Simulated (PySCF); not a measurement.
**Bonds of As to H, F, O, N**

CCSD(T) in PySCF with def2-TZVPPD on every atom, for the lowest determinant that a PBE0 search found; no spin–orbit coupling. D0 is De less the harmonic zero-point energy.

```json
{"X": "H", "state of AsX": "triplet (π ↑↑)", "D0(AsX) (eV)": "2.70", "D0(X₂) (eV)": "4.43"}
{"X": "F", "state of AsX": "triplet (π ↑↑)", "D0(AsX) (eV)": "3.98", "D0(X₂) (eV)": "1.46"}
{"X": "O", "state of AsX": "doublet (π ↑)", "D0(AsX) (eV)": "4.63", "D0(X₂) (eV)": "4.85"}
{"X": "N", "state of AsX": "singlet (closed shell)", "D0(AsX) (eV)": "4.61", "D0(X₂) (eV)": "9.27"}
```

Task: Give the energy of As + X₂ → AsX + X at 0 K for each X.

Result: H: 4.43 − 2.70 = +1.73 eV; F: 1.46 − 3.98 = -2.52 eV; O: 4.85 − 4.63 = +0.22 eV; N: 9.27 − 4.61 = +4.66 eV (CCSD(T)/def2-TZVPPD; negative means exothermic).

Task: Does an atom of O displace N from AsN?

Result: AsN + O → AsO + N has ΔE = 4.61 − 4.63 = -0.02 eV at CCSD(T)/def2-TZVPPD, so it is too close to call at this level.

Gas-phase diatomics only hint at surface chemistry, where an atom holds several bonds.

Correlated steps freeze the inner cores (0 to 10 orbitals); shallow outer-core shells are correlated. Spin–orbit coupling is left out. Where the molecule has an RHF reference, its open-shell atoms are computed with UHF. States were picked by a PBE0 search and need not be the measured ground states.
